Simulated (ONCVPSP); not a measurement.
## ruthenium: one change to an ONCV potential, before and after

- Element: ruthenium (Ru)
- Generator: ONCVPSP 4.0.1
- Type: optimised norm-conserving Vanderbilt (ONCV)
- Functional: LDA (Perdew-Wang 92)
- Relativity: scalar-relativistic
- Frozen core: [Ar] 3d10
- Valence charge: 16
- Reference configuration: 4s2 4p6 4d7 5s1
- Partial waves: 4s+5s: rc 1.75 bohr, ncon 3, nbas 7, qcut 7.1 1/bohr, 2 projectors; 4p: rc 1.20 bohr, ncon 4, nbas 8, qcut 6.7 1/bohr, 3 projectors, debl 3.2 Ha; 4d: rc 2.35 bohr, ncon 4, nbas 9, qcut 5.6 1/bohr, 1 projector
- Local potential: polynomial inside 0.90 bohr (lpopt 5, dvloc0 2 Ha)
- Core correction: Teter function, fcfact 3, rcfact 1.35

All-electron outer shells of the reference configuration (LDA (PZ), scalar-relativistic, ld1.x):

```tsv
shell	level (eV)	outermost node (bohr)	outermost maximum (bohr)
3d	-273.50	–	0.30
4s	-76.44	0.48	0.91
4p	-46.53	0.49	0.98
4d	-5.40	0.48	1.21
5s	-4.52	1.24	2.73
```

Change: s: qcut 6.3; p: qcut 5.9; d: qcut 4.9.

Cutoffs: the cutoffs (Ha) at which the residual kinetic energy of the hardest occupied pseudo-wave falls to 1 and 0.1 mHa per electron; they do not see the model core or the augmentation charge, which bear on the density cutoff. Errors are all-electron minus pseudo energies relative to the spin-unpolarised reference configuration.

Q: How do hardness, ghosts and transferability respond?

A: The potential gets harder (79 Ha and 140 Ha → 115 Ha and 144 Ha); of the 4 tests that both files solve, the error grows in 4 and shrinks in 0 by more than 15 % and 0.3 meV (median size 6.4 → 8.8 meV); neither file shows a bound ghost.

| quantity | base | changed |
| --- | --- | --- |
| cutoff, loose | 79 Ha | 115 Ha |
| cutoff, tight | 140 Ha | 144 Ha |
| loose cutoff by channel | s 16 Ha, p 79 Ha, d 13 Ha | s 13 Ha, p 115 Ha, d 12 Ha |
| bound ghosts | none | none |
| GHOST(+) flags under 300 eV | s at 71.3 eV | s at 62.3 eV |
| error for 4s2 4p6 4d7 5s0, meV [ΔE 7.61 eV] | +0.8 | +1.8 |
| error for 4s2 4p6 4d6 5s0, meV [ΔE 26.04 eV] | -11 | -14 |
| error for 4s2 4p6 4d5 5s0, meV [ΔE 56.89 eV] | +47 | +79 |
| error for 4s2 4p6 4d7.5 5s0.5, meV [ΔE -0.28 eV] | +1.7 | +3.4 |
| s: phases at 1.77 bohr within 0.05 rad from the reference energy up to (Ha; the scan ends near 5) | 2.3 | 1.7 |
| p: phases at 1.22 bohr within 0.05 rad from the reference energy up to (Ha; the scan ends near 5) | to the end of the scan | to the end of the scan |
| d: phases at 2.39 bohr within 0.05 rad from the reference energy up to (Ha; the scan ends near 5) | 0.7 | 0.6 |
| rms error of d²Exc/dni dnj with the model core, mHa | 1.23 | 1.68 |
